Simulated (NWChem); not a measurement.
System: CCl₃, doublet; SMILES Cl[C](Cl)Cl

NWChem printed, in part:

```
             Northwest Computational Chemistry Package (NWChem) 7.3.0
             --------------------------------------------------------

                             Geometry "geometry" -> ""
                             -------------------------

 Output coordinates in angstroms (scale by  1.889725989 to convert to a.u.)

  No.       Tag          Charge          X              Y              Z
 ---- ---------------- ---------- -------------- -------------- --------------
    1 Cl                  17.0000    -1.63227600    -0.42345100    -0.02481600
    2 C                    6.0000     0.00000000     0.00000000     0.27124000
    3 Cl                  17.0000     1.18285800    -1.20186700    -0.02481600
    4 Cl                  17.0000     0.44941800     1.62531800    -0.02481600

 Effective nuclear repulsion energy (a.u.)     251.6593739911

                                 NWChem DFT Module
                                 -----------------

 Summary of "ao basis" -> "ao basis" (spherical)
 ------------------------------------------------------------------------------
       Tag                 Description            Shells   Functions and Types
 ---------------- ------------------------------  ------  ---------------------
 Cl                         def2-svp                 8       18   4s3p1d
 C                          def2-svp                 6       14   3s2p1d

            General Information
            -------------------
          SCF calculation type: DFT
          Wavefunction type:  spin polarized.
          No. of atoms     :     4
          No. of electrons :    57
           Alpha electrons :    29
            Beta electrons :    28
          Charge           :     0
          Spin multiplicity:     2
          Use of symmetry is: off; symmetry adaption is: off
          Maximum number of iterations: 150
          AO basis - number of functions:    68
                     number of shells:    30
          Convergence on energy requested:  1.00D-06
          Convergence on density requested:  1.00D-05
          Convergence on gradient requested:  5.00D-04

[...]

                                NWChem TDDFT Module
                                -------------------

            General Information
            -------------------
           No. of orbitals :     136
            Alpha orbitals :      68
             Beta orbitals :      68
        Alpha frozen cores :       0
         Beta frozen cores :       0
     Alpha frozen virtuals :       0
      Beta frozen virtuals :       0
         Spin multiplicity :       2
    Number of AO functions :      68
        Use of symmetry is : off
      Symmetry adaption is : off
         Schwarz screening :  0.10D-07

              XC Information
              --------------
                  B3LYP Method XC Potential
              Hartree-Fock (Exact) Exchange   0.20
                 Slater Exchange Functional   0.80 local
             Becke 1988 Exchange Functional   0.72 non-local
       Lee-Yang-Parr Correlation Functional   0.81
           VWN I RPA Correlation Functional   0.19 local

             TDDFT Information
             -----------------
          Calculation type : Tamm-Dancoff TDDFT
         Wavefunction type : Unrestricted
          No. of electrons :      57
           Alpha electrons :      29
            Beta electrons :      28
              No. of roots :       6
          Max subspacesize :    5200
            Max iterations :     100
               Target root :       1
           Target symmetry : none
      Symmetry restriction : off
                 Algorithm : Optimal
        Davidson threshold :  0.10D-03

    6 smallest eigenvalue differences (eV)
--------------------------------------------------------
  No. Spin  Occ  Vir  Irrep   E(Occ)    E(Vir)   E(Diff)
--------------------------------------------------------
    1    1   29   30 a        -0.218    -0.013     5.598
    2    2   28   29 a        -0.315    -0.090     6.116
    3    2   27   29 a        -0.334    -0.090     6.646
    4    2   26   29 a        -0.334    -0.090     6.646
    5    2   25   29 a        -0.355    -0.090     7.210
    6    2   24   29 a        -0.355    -0.090     7.210
--------------------------------------------------------

  Entering Davidson iterations
  Unrestricted

  Iter   NTrls   NConv    DeltaV     DeltaE      Time
  ----  ------  ------  ---------  ---------  ---------
    1      6       0     0.94E-01   0.10+100        5.8
    2     12       0     0.21E-01   0.11E-01        6.6
    3     18       0     0.10E-01   0.69E-03        7.6
    4     24       0     0.12E-01   0.76E-03        6.9
    5     30       1     0.32E-02   0.20E-03        6.2
    6     35       2     0.10E-02   0.16E-04        5.6
    7     39       2     0.51E-03   0.19E-05        5.5
    8     43       4     0.14E-03   0.28E-06        5.1
    9     45       6     0.48E-04   0.21E-07        2.8
  ----  ------  ------  ---------  ---------  ---------
  Convergence criterion met

  Ground state a       -1418.209693209835 a.u.
  <S2> =   0.7535

  ----------------------------------------------------------------------------
  Root   1         a              0.147658789 a.u.                4.0180 eV
  <S2> =   0.7862
  ----------------------------------------------------------------------------
     Transition Moments    X  0.00000   Y  0.00000   Z -0.11443
     Dipole Oscillator Strength                    0.0012889016
     Electric Quadrupole                           0.0000000000
     Magnetic Dipole                               0.0000000000
     Total Oscillator Strength                     0.0012889017

[...]
```

Level: B3LYP/def2-SVP, spin-unrestricted, TDA. In the optimisation the excess spin sits in a (C3, its own frame). The geometry was optimised at PBE0/def2-SVP, spin-unrestricted. No stability test was run on the SCF state.

### Question
Which NWChem input produces such a log?

### Answer
This is not unique; one that fits is the input that was run:
```
start job
memory heap 200 mb stack 700 mb global 900 mb
geometry units angstroms noautosym nocenter noautoz
  Cl    -1.632276    -0.423451    -0.024816
  C      0.000000     0.000000     0.271240
  Cl     1.182858    -1.201867    -0.024816
  Cl     0.449418     1.625318    -0.024816
end
basis spherical
  Cl library def2-svp
  C library def2-svp
end
dft
  odft
  mult 2
  xc b3lyp
  iterations 150
end
tddft
  cis
  nroots 6
end
task tddft energy
```
